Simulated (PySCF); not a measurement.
Species: `C/C(F)=C(\C)C[SiH3]`. The columns A, B, C and D hold Mulliken, IAO, Hirshfeld and ESP-fitted charges (e) of one PBE0/pcSseg-1 density (PySCF), in a shuffled order. Coordinates in Å (GFN2-xTB); the density's dipole moment is (0.89, -1.58, -0.01) D.

```json
{"atom": "C1", "x": "2.485", "y": "0.568", "z": "-0.120", "A": "-0.122", "B": "-0.547", "C": "-0.450", "D": "-0.235"}
{"atom": "C2", "x": "1.029", "y": "0.727", "z": "-0.421", "A": "+0.075", "B": "+0.291", "C": "+0.251", "D": "+0.243"}
{"atom": "F3", "x": "0.683", "y": "2.027", "z": "-0.680", "A": "-0.092", "B": "-0.202", "C": "-0.295", "D": "-0.303"}
{"atom": "C4", "x": "0.079", "y": "-0.201", "z": "-0.470", "A": "-0.024", "B": "-0.004", "C": "-0.043", "D": "-0.503"}
{"atom": "C5", "x": "0.373", "y": "-1.642", "z": "-0.186", "A": "-0.115", "B": "-0.482", "C": "-0.418", "D": "-0.143"}
{"atom": "C6", "x": "-1.343", "y": "0.135", "z": "-0.782", "A": "-0.160", "B": "-0.408", "C": "-0.532", "D": "-0.408"}
{"atom": "Si7", "x": "-2.312", "y": "0.564", "z": "0.808", "A": "+0.311", "B": "+0.451", "C": "+0.609", "D": "+0.517"}
{"atom": "H8", "x": "2.981", "y": "1.524", "z": "-0.267", "A": "+0.051", "B": "+0.176", "C": "+0.169", "D": "+0.139"}
{"atom": "H9", "x": "2.639", "y": "0.255", "z": "0.913", "A": "+0.050", "B": "+0.168", "C": "+0.158", "D": "+0.143"}
{"atom": "H10", "x": "2.943", "y": "-0.168", "z": "-0.778", "A": "+0.051", "B": "+0.161", "C": "+0.158", "D": "+0.140"}
{"atom": "H11", "x": "-0.396", "y": "-2.050", "z": "0.466", "A": "+0.044", "B": "+0.162", "C": "+0.148", "D": "+0.124"}
{"atom": "H12", "x": "1.341", "y": "-1.775", "z": "0.287", "A": "+0.044", "B": "+0.143", "C": "+0.144", "D": "+0.114"}
{"atom": "H13", "x": "0.360", "y": "-2.215", "z": "-1.114", "A": "+0.044", "B": "+0.149", "C": "+0.149", "D": "+0.132"}
{"atom": "H14", "x": "-1.813", "y": "-0.709", "z": "-1.288", "A": "+0.043", "B": "+0.153", "C": "+0.148", "D": "+0.142"}
{"atom": "H15", "x": "-1.386", "y": "0.990", "z": "-1.456", "A": "+0.038", "B": "+0.129", "C": "+0.164", "D": "+0.156"}
{"atom": "H16", "x": "-2.247", "y": "-0.575", "z": "1.730", "A": "-0.081", "B": "-0.117", "C": "-0.126", "D": "-0.094"}
{"atom": "H17", "x": "-1.719", "y": "1.736", "z": "1.445", "A": "-0.076", "B": "-0.100", "C": "-0.113", "D": "-0.070"}
{"atom": "H18", "x": "-3.707", "y": "0.814", "z": "0.441", "A": "-0.081", "B": "-0.123", "C": "-0.123", "D": "-0.093"}
```

Task: Which column most likely holds the ESP-fitted charges?

Result: B. Σ q r misses the density's dipole by 0.04 D (B), 0.77 D (A), 1.34 D (C), 2.19 D (D). Charges fitted to the outside potential are the only set here that is tied to the molecule's multipoles.

Task: And the Hirshfeld charges?

Result: A. The mean sizes are 0.083 e (A), 0.206 e (D), 0.220 e (B), 0.233 e (C), and Hirshfeld charges are commonly the smallest of these schemes.

As computed, A = Hirshfeld, B = ESP-fitted, C = IAO, D = Mulliken. Hydrogens on carbon: Hirshfeld +0.04 to +0.05, ESP-fitted +0.13 to +0.18, IAO +0.14 to +0.17, Mulliken +0.11 to +0.16 e.

The Mulliken scheme gives each basis function's population to the atom it is centred on and halves the overlap population of two atoms between them. The IAO scheme counts the electrons in orthogonalised intrinsic atomic orbitals, a minimal basis polarised so that it spans the occupied orbitals exactly.

Isolated species at its GFN2-xTB geometry (one conformer only).

Conformer computed: `[CH3:1]/[C:2]([F:3])=[C:4](\[CH3:5])[CH2:6][SiH3:7]`: C2–C4–C6–Si7 -89°.
